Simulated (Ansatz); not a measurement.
Gas-phase electronic energies from Ansatz, PBE0-D4/def2-TZVP geometries. CCSD(T)/CBS is the MP2 limit (def2-TZVPP, def2-QZVPP) plus CCSD(T) − MP2 in def2-TZVPP, frozen cores. This one scheme is used for every species. DFT in def2-TZVPP. B3LYP here is the variant with VWN-RPA as its local correlation; programs differ in this. One conformer a species, not always the lowest.

Consider the substitution at a C–N bond: `O=C=NCF` + `OCCCF` → `FCCCOCF` + `N=C=O`.

```csv
level,ΔE (kJ/mol),difference from CCSD(T)/CBS
PBE-D4,-20.0,0.6
r2SCAN-D4,-23.0,-2.4
PBE0-D4,-18.2,2.4
B2PLYP,-18.7,1.9
r2SCAN,-21.9,-1.3
PBE0,-15.5,5.1
B3LYP,-16.3,4.3
HF/def2-TZVPP,-15.6,5.0
CCSD/def2-TZVPP,-20.5,0.1
CCSD(T)/def2-TZVPP,-22.3,-1.7
HF/def2-QZVPP,-15.3,5.3
MP2/def2-QZVPP,-18.3,2.3
SCS-MP2/def2-QZVPP,-17.2,3.4
HF/CBS(def2),-15.2,5.4
MP2/CBS(def2),-17.7,2.9
CCSD/CBS(def2),-18.7,1.9
CCSD(T)/CBS,-20.6,0
```

Largest T1 diagnostic among the species: 0.018.

In def2-TZVPP, CCSD(T) changes the Hartree–Fock value by −6.8 kJ/mol (the triples alone add −1.8 kJ/mol) and MP2 by −3.9 kJ/mol. The D4 term adds −4.6 kJ/mol with B3LYP and −2.8 kJ/mol with PBE0; it sums over pairs of atoms, weighted by their polarisabilities, and B3LYP, whose exchange is more repulsive, gets the larger term.
